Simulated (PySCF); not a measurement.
In(Me)2 (C₂H₆In), SMILES [CH3][In+][CH3], charge +1.

Geometry: PBE0-D3(BJ)/def2-SVP. A frequency run showed that this geometry is not a minimum. The multiplicity is an assumed one; other spin states were not compared. The isomer is the one that the SMILES or the coordinates give; other isomers of the formula were not compared. The def2 effective core potentials stand for the cores of In; spin–orbit coupling is left out.

Level of theory: PBE0-D3(BJ)/def2-SVP run with PySCF 2.14.0.

Frequencies are harmonic and unscaled.

Modes within 1.5 cm⁻¹ of each other (mostly degenerate sets) share a row, with their intensities summed.

Question: Estimate the vibrational spectrum. (The exact figures need the calculation; the answer reports its results.)

Answer: 
```
mode   ν (cm⁻¹)  IR (km/mol)  Raman (Å⁴/amu)  depolarisation  moving atoms (share of kinetic energy)
-----  --------  -----------  --------------  --------------  --------------------------------------
1           36i          0.0             0.0               –                                 H 100 %
2–3         123          0.0             0.0               –                 C 52 %, H 28 %, In 19 %
4           484          0.0            93.1            0.23                          C 83 %, H 17 %
5           574          9.4             0.0               –                 C 64 %, In 21 %, H 15 %
6–7         710          0.0             2.6            0.75                          H 88 %, C 12 %
8–9         794        105.2             0.0               –                          H 82 %, C 17 %
10         1204          4.8             0.0               –                          H 83 %, C 17 %
11         1214          0.0            50.5            0.14                          H 86 %, C 14 %
12–13      1405          0.0            22.4            0.75                                  H 95 %
14–15      1409         32.4             0.0               –                                  H 96 %
16         3067         19.3             0.0               –                                  H 98 %
17         3069          0.0           336.9            0.01                                  H 98 %
18–21      3200         52.6           376.1            0.75                          H 90 %, C 10 %
```
